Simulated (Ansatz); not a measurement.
The same path of CH7NOSi (11 atoms, charge 0, multiplicity 1) was run 3 times with different band settings. The coordinate that changes most is the dihedral H8–Si2–O4–H11.

Method: RKS PBE0/def2-mTZVP in Ansatz 0.2.0.

Relaxed end points:

```xyz
11
Properties=species:S:1:pos:R:3
C -1.135 0.887 0.240
Si -0.010 -0.600 0.128
N 1.609 -0.005 0.147
O -0.246 -1.508 -1.240
H -2.177 0.587 0.111
H -1.055 1.382 1.212
H -0.906 1.627 -0.533
H -0.327 -1.575 1.207
H 2.395 -0.630 0.253
H 1.816 0.900 0.544
H 0.101 -1.121 -2.050
```

```xyz
11
Properties=species:S:1:pos:R:3
C -1.208 0.909 0.317
Si -0.008 -0.487 0.050
N 1.611 0.015 0.337
O -0.329 -0.990 -1.504
H -2.231 0.595 0.100
H -1.170 1.267 1.348
H -0.981 1.754 -0.340
H -0.204 -1.618 1.000
H 2.301 -0.615 0.717
H 2.041 0.789 -0.146
H 0.243 -1.676 -1.858
```

Common settings: spring 5.0 eV/Å²; optimiser quadratic models (default); start path through a guess of the saddle point; force threshold 0.05 eV/Å; iteration limit 60; end points relaxed.

| run | movable images | climbing image |
| --- | --- | --- |
| 1 | 7 | yes |
| 2 | 1 | no |
| 3 | 8 | no |

Task: What does each run give, and how far can it be trusted?

Result: Run 1: converged after 11 iterations, highest image 0.027 eV above the first end. A vibrational analysis at the climbing image gives one clearly imaginary mode, 202i cm⁻¹: a first-order saddle point.
Run 2: converged after 11 iterations, highest image 0.057 eV above the first end. The dihedral H8–Si2–O4–H11 jumps by 144° between images 0 and 1, so the path isn't resolved there. No image climbed, so the highest image needn't sit at the top of the path. So few images can step over the top or miss a turn of the path.
Run 3: converged after 13 iterations, highest image 0.026 eV above the first end. No image climbed, so the highest image needn't sit at the top of the path.
